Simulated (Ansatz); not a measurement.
Relaxation of BH₄SbTe (7 atoms, charge 0, multiplicity 1), to a largest force component of 0.015 eV/Å in at most 40 steps.

Method: RKS B3LYP/def2-SVP (Ansatz).

```xyz
7
Properties=species:S:1:pos:R:3:forces:R:3
B -1.306 0.502 -0.699 0.67 1.69 -0.15
Sb -0.354 -0.191 1.144 0.37 0.67 1.00
Te 1.575 -1.489 -0.365 1.14 -0.46 0.78
H -1.854 -0.202 -1.413 -0.83 -1.22 -0.92
H -1.226 1.667 -1.059 -0.13 -0.29 0.34
H 0.608 1.299 1.273 -0.37 -0.49 0.07
H 2.618 -1.653 1.074 -0.85 0.11 -1.12
```

Q: Where does it end, and by what steps?

A: The run converged. After 13 steps the energy has fallen by 0.319 eV; H7 moved furthest, 0.76 Å.

```
step  energy less start (eV)  largest force component (eV/Å)  accepted
   0                  0.0000                           1.687       yes
   1                  0.0314                           1.693        no
   2                 -0.2128                           0.570       yes
   3                 -0.2346                           0.319       yes
   4                 -0.2438                           0.270       yes
   5                 -0.2563                           0.208       yes
   6                 -0.2799                           0.140       yes
   7                 -0.2978                           0.148       yes
   8                 -0.3118                           0.171       yes
   9                 -0.3087                           0.202        no
  10                 -0.3167                           0.098       yes
  11                 -0.3183                           0.084       yes
  12                 -0.3188                           0.053       yes
  13                 -0.3191                           0.014       yes
```

```xyz
7
Properties=species:S:1:pos:R:3
B -1.317 0.544 -0.724
Sb -0.087 0.069 1.082
Te 1.962 -1.313 -0.252
H -1.537 -0.303 -1.551
H -1.855 1.619 -0.795
H 0.676 1.613 1.117
H 2.220 -2.298 1.076
```

Time of the run: 60 s on 1 thread of AMD EPYC 7B13 (Zen 3), on a shared host, peak memory 0.22 GiB.
